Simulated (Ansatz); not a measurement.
Reaction (substitution at a C–C bond): `CC[CH2][AlH2]` + `OCS` → `[AlH2][CH2]OCS` + `CC`

Calculated with Ansatz (gas phase, PBE0-D4/def2-TZVP geometries, no zero-point term in ΔE). CCSD(T)/CBS adds triple-zeta CCSD(T) − MP2 to the extrapolated MP2 energy (def2 sets, frozen cores). This one scheme is used for every species. Functionals use def2-TZVPP. B3LYP here is the variant with VWN-RPA as its local correlation; programs differ in this. Each species was taken in one conformer, which may not be the lowest.

`CC[CH2][AlH2]`:

```xyz
13

C    -0.350   -0.842   -1.713
C     0.288    0.080   -0.686
C    -0.296   -0.080    0.717
Al    0.448    1.060    2.125
H    -1.425   -0.656   -1.791
H     0.087   -0.707   -2.706
H    -0.219   -1.891   -1.430
H     0.178    1.119   -1.017
H     1.368   -0.101   -0.660
H    -0.197   -1.124    1.049
H    -1.383    0.088    0.694
H    -0.112    0.955    3.611
H     1.613    2.098    1.807
```

`OCS`:

```xyz
7

O     1.202   -0.206    0.239
C    -0.101   -0.209   -0.285
S    -0.821    1.431   -0.196
H     1.539   -1.107    0.211
H    -0.117   -0.457   -1.353
H    -0.749   -0.916    0.244
H    -0.954    1.464    1.140
```

`[AlH2][CH2]OCS`:

```xyz
12

Al    0.729    0.504   -2.325
C    -0.341    0.081   -0.727
O     0.318    0.503    0.457
C    -0.351    0.179    1.630
S    -0.393   -1.596    2.037
H     2.191    1.105   -2.213
H     0.070    0.201   -3.739
H    -0.526   -1.006   -0.691
H    -1.342    0.542   -0.792
H     0.140    0.716    2.441
H    -1.407    0.474    1.588
H     0.912   -1.703    2.332
```

`CC`:

```xyz
8

C    -0.343    0.676   -0.037
C     0.343   -0.676    0.037
H    -1.274    0.683    0.536
H     0.294    1.469    0.363
H    -0.590    0.943   -1.067
H     1.274   -0.683   -0.536
H    -0.294   -1.469   -0.363
H     0.591   -0.943    1.067
```

| species | B3LYP-D4 energy (Eh) |
| --- | --- |
| `CC[CH2][AlH2]` | -362.24530 |
| `OCS` | -514.00306 |
| `[AlH2][CH2]OCS` | -796.36983 |
| `CC` | -79.87051 |

Work out ΔE.

ΔE = (-796.36983) + (-79.87051) − (-362.24530) − (-514.00306) = 0.00802 Eh = +21.1 kJ/mol. CCSD(T)/CBS gives +32.4 kJ/mol.

Largest T1 diagnostic among the species: 0.012.

From PBE to PBE0 (25 % exact exchange), in def2-TZVPP and without D4, ΔE moves by +5.3 kJ/mol.
